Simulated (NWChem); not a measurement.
System: InHCl2; SMILES [Cl][InH][Cl]

Computed with NWChem. Geometry: optimised at PBE0/def2-SVP (def2 core potentials past Kr).

### Question
What does the run give for TPSS/STO-3G (all-electron, non-relativistic)? Quantities: highest occupied level (eV); orbital gap (eV); dipole (D).

### Answer
| Quantity | Value |
|---|---|
| highest occupied level (eV) | -4.55 |
| orbital gap (eV) | 4.69 |
| dipole (D) | 2.76 |
